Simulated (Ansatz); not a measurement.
Gas-phase reaction in SMILES: NB(N)Cl → [NH]B(N)Cl + H atom (the H-N bond at the site shown breaks; other sites are not compared here)
Structures are relaxed separately at B3LYP-D3(BJ)/def2-TZVP in Ansatz (a quantum-chemistry and plane-wave program), one conformer each, not searched for the lowest. Frequencies are from Ansatz.

Quantity: bond dissociation energy (enthalpy at 298 K, with B3LYP-D3(BJ) rigid-rotor harmonic-oscillator terms), in eV. Correlated levels leave the core frozen unless marked. UHF or UKS for open shells. No spin-orbit coupling. No relativistic terms. Basis-set limits of correlation are two-point, X^-3; Hartree-Fock from the larger set. [CCSD(T)-MP2]/basis is that difference in the basis named.

```csv
level,program,bond dissociation energy (eV)
HF/STO-3G,Ansatz,4.37
HF/aug-cc-pV(T+d)Z,Ansatz,3.67
```

Question: Predict the RI-MP2/CBS(aug-cc-pV(T+d)Z,aug-cc-pV(Q+d)Z)+[CCSD(T)-MP2]/aug-cc-pV(T+d)Z result (Ansatz).

Answer: 5.02 eV
